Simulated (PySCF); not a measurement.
## How methods differ on the excitation energy of Mg⁺

Mg⁺ [Ne] 3s1 (2S) → Mg⁺ [Ne] 3p1 (2P), as a difference of total energies. Calculation: PySCF 2.14, in x2c-QZVPPall with one added diffuse shell each of s, p, d, f type (10s7p6d3f, 82 functions); scalar relativity by spin-free X2C-1e. Correlated levels: valence and next inner shell: 1s2 frozen. The calculations carry no spin-orbit coupling.

| method | excitation energy (eV) |
| --- | --- |
| UHF | 4.297 |
| MP2 (valence and next inner shell) | 4.416 |
| SCS-MP2 (valence and next inner shell) | 4.388 |
| CCSD (valence and next inner shell) | 4.416 |
| CCSD(T) (valence and next inner shell) | 4.421 |

Task: How much does correlation contribute at CCSD(T) (valence and next inner shell)?

Result: 4.421 − (4.297) = 0.124 eV, measured against UHF.

Errors of the correlated levels include the incompleteness of this basis and the frozen core.

For comparison: 4.43 eV (measured; NIST levels, between the centres of gravity of the two terms).
